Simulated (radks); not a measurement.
Spin polarisation of the 6p2 shell in Pb. Start: [Hg] 6p(up 1, down 1); electrons of 6p are moved from spin down to spin up, other shells keep equal spins. Method: non-relativistic Kohn-Sham, SCAN, spin-polarised, spherical densities, point nucleus; meta-GGA in the generalised Kohn-Sham scheme; computed with a radial shooting solver on a logarithmic mesh with Libxc functionals.

moment (Bohr magnetons)	E - E(0) (eV)	e(6p up) (eV)	e(6p down) (eV)	6s down minus up (eV)
0	0.000	-3.732	-3.732	0.000
0.5	-0.050	-3.940	-3.541	0.441
1	-0.196	-4.096	-3.337	0.771
1.5	-0.434	-4.226	-3.067	1.105

At moment 1.5 the spin-polarisation energy is -0.434 eV and the 6p exchange splitting 1.159 eV, that is 0.772 eV per Bohr magneton; E = -I m^2/4 would give I = 0.771 eV.
